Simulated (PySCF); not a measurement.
# Spinor energies of Pb(3+) (lead, charge +3)

Start: [Xe] 4f14 5d9 6s2; 5d3/2 filled at m_j = -3/2, -1/2, +1/2, +3/2; 5d5/2 filled at m_j = -3/2, -1/2, +1/2, +3/2, +5/2. Calculated with PySCF 2.14 in x2c-TZVPall-2c (11s11p9d3f, 110 functions): generalised Hartree-Fock with the X2C-1e Hamiltonian and a Gaussian nucleus; spin-orbit coupling (SO) screened by Boettger's factors. This is a chosen level, not necessarily the ground level.

| spinor shell | electrons | ε, screened SO (eV) | weight of nominal j (screened SO) | rms radius, screened SO (bohr) |
| --- | --- | --- | --- | --- |
| 1s1/2 | 2 | -88504.9 | 1.000 | 0.0181 |
| 2s1/2 | 2 | -16012.7 | 1.000 | 0.0730 |
| 2p1/2 | 2 | -15354.9 | 1.000 | 0.0617 |
| 2p3/2 | 4 | -13160.3 | 1.000 | 0.0700 |
| 3s1/2 | 2 | -3941.9 | 1.000 | 0.186 |
| 3p1/2 | 2 | -3645.9 | 1.000 | 0.178 |
| 3p3/2 | 4 | -3149.4 | 1.000 | 0.195 |
| 3d3/2 | 4 | -2668.4 | 1.000 | 0.170 |
| 3d5/2 | 6 | -2563.0 | 1.000 | 0.175 |
| 4s1/2 | 2 | -957.76 | 1.000 | 0.408 |
| 4p1/2 | 2 | -828.52 | 1.000 | 0.412 |
| 4p3/2 | 4 | -705.20 | 1.000 | 0.446 |
| 4d3/2 | 4 | -494.58 | 1.000 | 0.455 |
| 4d5/2 | 6 | -470.72 | 1.000 | 0.466 |
| 5s1/2 | 2 | -200.16 | 1.000 | 0.911 |
| 4f5/2 | 6 | -195.31 | 0.999 | 0.493 |
| 4f7/2 | 8 | -190.23 | 0.999 | 0.495 |
| 5p1/2 | 2 | -153.97 | 0.999 | 0.980 |
| 5p3/2 | 4 | -129.72 | 0.999 | 1.07 |
| 5d3/2 | 4 | -63.306 | 0.978 | 1.31 |
| 5d5/2 | 5 | -59.988 | 0.983 | 1.36 |
| 6s1/2 | 2 | -41.971 | 1.000 | 2.23 |

| quantity | screened SO |
| --- | --- |
| E (hartree) | -20901.16644 |
| M_J | 5/2 |
| ⟨J²⟩ | 8.754 |
| ⟨L²⟩ | 6.195 |
| ⟨S²⟩ | 0.943 |

Each row is a mean over spinors that exchange with the open shell spreads, by up to 5.593 eV (5p3/2).

Breit and QED terms are absent; they matter most for the inner s and p1/2 levels.

Densities and radii are taken from the X2C orbitals without a picture-change correction, which distorts them close to the nucleus.
